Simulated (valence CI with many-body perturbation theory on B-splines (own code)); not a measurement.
# Energy levels of Tc10+

Level of theory: configuration interaction combined with many-body perturbation theory (CI+MBPT): five valence electrons over a frozen Dirac-Fock core [Ar] 3d10, a basis of 9 s, 9 p, 8 d, 6 f, 3 g, 1 h functions for each j, with the one-electron correlation potential Σ1 (screened to all orders), the two-electron term Σ2, the three-electron term Σ3, Breit, model QED; selected single and double excitations, second order for the rest, scaled by the run's own slope (own B-spline code, finite nucleus).

No measured spectrum was set against this ion. As an estimate, levels hold to about 250 cm⁻¹ or 0.2 % of their energy and the worst to 1 %, as in measured heavy ions of charge 2 to 7; those with d or f electrons hold less well. Among the levels kept, up to 650 cm⁻¹ of a level comes from second order outside the variational space, and about a tenth of that is noise between levels of different J, which matters for small intervals.

Levels 1 to 45 of 48, with energies above the lowest level, 4s2.4p3 4S°_3/2. "Leading %" is the weight of the configuration and term that name the level; weights of strongly mixed levels are sums over their largest components and can fall short. In the jj column 3d3/2^4 stands for four electrons in 3d with j = 3/2. Lifetimes count E1, E2, E3, M1 and M2 decay at the calculated energies, and are blank where another channel may lead or the interval is too uncertain; long ones can be off by a factor of two.

```tsv
No.	Configuration	Term	J	E (eV)	Leading %	Second component	Lifetime	Leading jj
1	4s2.4p3	4S°	3/2	0.000	78	14 % 4s2.4p3 2P°		4s^2 4p1/2^2 4p3/2 (64 %)
2	4s2.4p3	2D°	3/2	3.649	70	14 % 4s2.4p3 2P°	3.70 ms	4s^2 4p1/2 4p3/2^2 (69 %)
3	4s2.4p3	2D°	5/2	4.911	97		23.5 ms	4s^2 4p1/2 4p3/2^2 (97 %)
4	4s2.4p3	2P°	1/2	7.517	97		1.47 ms	4s^2 4p1/2 4p3/2^2 (97 %)
5	4s2.4p3	2P°	3/2	9.869	69	22 % 4s2.4p3 2D°	594 μs	4s^2 4p3/2^3 (90 %)
6	4s.4p4	4P	5/2	30.236	87	6 % 4s2.4p2.4d 4P	401 ps	4s 4p1/2^2 4p3/2^2 (79 %)
7	4s.4p4	4P	3/2	32.438	88	6 % 4s2.4p2.4d 4P	311 ps	4s 4p1/2 4p3/2^3 (68 %)
8	4s.4p4	4P	1/2	33.055	84	7 % 4s.4p4 2S	280 ps	4s 4p1/2^2 4p3/2^2 (42 %)
9	4s.4p4	2D	3/2	37.215	75	10 % 4s2.4p2.4d 2D	140 ps	4s 4p1/2 4p3/2^3 (48 %)
10	4s.4p4	2D	5/2	37.990	80	11 % 4s2.4p2.4d 2D	185 ps	4s 4p1/2 4p3/2^3 (74 %)
11	4s.4p4	2S	1/2	42.232	52	26 % 4s.4p4 2P	57.5 ps	4s 4p1/2^2 4p3/2^2 (44 %)
12	4s.4p4	2P	3/2	42.838	61	28 % 4s2.4p2.4d 2P	49.4 ps	4s 4p1/2 4p3/2^3 (51 %)
13	4s.4p4	2P	1/2	46.232	39	28 % 4s.4p4 2S	62.0 ps	4s 4p3/2^4 (50 %)
14	4s2.4p2.4d	4F	3/2	47.319	80	8 % 4s2.4p2.4d 4D	394 ps	4s^2 4p1/2^2 4d3/2 (64 %)
15	4s2.4p2.4d	4F	5/2	48.259	70	20 % 4s2.4p2.4d 4D	479 ps	4s^2 4p1/2^2 4d5/2 (48 %)
16	4s2.4p2.4d	2F	5/2	49.694	68	14 % 4s2.4p2.4d 4F	1.14 ns	4s^2 4p1/2 4p3/2 4d3/2 (78 %)
17	4s2.4p2.4d	4F	7/2	49.786	82	13 % 4s2.4p2.4d 4D	5.97 ns	4s^2 4p1/2 4p3/2 4d5/2 (74 %)
18	4s2.4p2.4d	4D	1/2	50.348	91		208 ps	4s^2 4p1/2 4p3/2 4d3/2 (81 %)
19	4s2.4p2.4d	4D	3/2	50.549	77	12 % 4s2.4p2.4d 4F	141 ps	4s^2 4p1/2 4p3/2 4d3/2 (61 %)
20	4s2.4p2.4d	2F	7/2	50.595	50	38 % 4s2.4p2.4d 4D	5.82 ns	4s^2 4p1/2 4p3/2 4d5/2 (46 %)
21	4s2.4p2.4d	4F	9/2	51.117	83	15 % 4s2.4p2.4d 2G		4s^2 4p1/2 4p3/2 4d5/2 (70 %)
22	4s2.4p2.4d	4D	5/2	51.731	56	25 % 4s2.4p2.4d 2F	190 ps	4s^2 4p1/2 4p3/2 4d5/2 (61 %)
23	4s2.4p2.4d	4D	7/2	53.858	41	29 % 4s2.4p2.4d 2F	1.15 ns	4s^2 4p3/2^2 4d5/2 (62 %)
24	4s2.4p2.4d	2P	3/2	53.868	60	22 % 4s.4p4 2P	14.4 ps	4s^2 4p1/2 4p3/2 4d5/2 (55 %)
25	4s2.4p2.4d	2G	7/2	55.293	70	21 % 4s2.4p2.4d 2F	374 ps	4s^2 4p3/2^2 4d5/2 (35 %)
26	4s2.4p2.4d	4P	5/2	56.122	75	7 % 4s2.4p2.4d 2D	7.57 ps	4s^2 4p1/2 4p3/2 4d5/2 (49 %)
27	4s2.4p2.4d	2G	9/2	56.151	82	15 % 4s2.4p2.4d 4F	1.38 ms	4s^2 4p3/2^2 4d5/2 (70 %)
28	4s2.4p2.4d	2P	1/2	56.415	50	21 % 4s2.4p2.4d 4P	11.4 ps	4s^2 4p1/2 4p3/2 4d3/2 (41 %)
29	4s2.4p2.4d	4P	3/2	56.621	56	17 % 4s2.4p2.4d 2D	8.91 ps	4s^2 4p1/2 4p3/2 4d3/2 (41 %)
30	4s2.4p2.4d	4P	1/2	57.548	58	20 % 4s2.4p2.4d 2P	7.75 ps	4s^2 4p3/2^2 4d3/2 (48 %)
31	4s2.4p2.4d	2D	3/2	57.678	65	21 % 4s2.4p2.4d 4P	22.6 ps	4s^2 4p1/2 4p3/2 4d5/2 (38 %)
32	4s2.4p2.4d	2D	5/2	59.304	80	7 % 4s.4p4 2D	9.35 ps	4s^2 4p1/2 4p3/2 4d5/2 (32 %)
33	4s2.4p2.4d	2D	3/2	60.223	73	9 % 4s.4p4 2D	8.26 ps	4s^2 4p3/2^2 4d3/2 (50 %)
34	4s2.4p2.4d	2P	1/2	60.927	78	15 % 4s2.4p2.4d 2S	10.5 ps	4s^2 4p1/2 4p3/2 4d5/2 (75 %)
35	4s2.4p2.4d	2D	5/2	60.955	84	5 % 4s2.4p2.4d 2F	44.2 ps	4s^2 4p3/2^2 4d5/2 (74 %)
36	4s2.4p2.4d	2F	5/2	61.710	57	31 % 4s2.4p2.4d 2D	5.93 ps	4s^2 4p1/2 4p3/2 4d3/2 (38 %)
37	4s2.4p2.4d	2S	1/2	62.985	62	10 % 4s2.4p2.4d 4P	9.53 ps	4s^2 4p3/2^2 4d3/2 (32 %)
38	4s2.4p2.4d	2P	3/2	63.137	78	7 % 4s2.4p2.4d 2D	9.52 ps	4s^2 4p3/2^2 4d5/2 (58 %)
39	4s2.4p2.4d	2F	7/2	63.176	93		5.52 ps	4s^2 4p3/2^2 4d3/2 (48 %)
40	4s2.4p2.4d	2D	3/2	65.757	92		6.78 ps	4s^2 4p3/2^2 4d3/2 (51 %)
41	4s2.4p2.4d	2D	5/2	66.068	63	30 % 4s2.4p2.4d 2F	6.22 ps	4s^2 4p3/2^2 4d5/2 (69 %)
42	4p5	2P°	3/2	69.513	70	23 % 4s.4p3.4d 2P°	80.6 ps	4p1/2^2 4p3/2^3 (70 %)
43	4s.4p3.4d	6D°	1/2	72.325	94		2.45 ns	4s 4p1/2 4p3/2^2 4d3/2 (47 %)
44	4s.4p3.4d	6D°	3/2	72.401	95		2.17 ns	4s 4p1/2 4p3/2^2 4d3/2 (44 %)
45	4s.4p3.4d	6D°	5/2	72.484	93		2.71 ns	4s 4p1/2 4p3/2^2 4d3/2 (33 %)
```

Names give the largest LS component (configuration and term), which can be under half, so a name can repeat, a term be missing and a line seem to break the LS rules; names also repeat where a configuration has a term twice.

The ionisation energy to 4s2.4p2 3P_0 of the next ion comes out as 215.02 eV (NIST: 214 ± 2.4 eV (theoretical)). All 48 levels together are meant to be complete up to 75.523 eV.
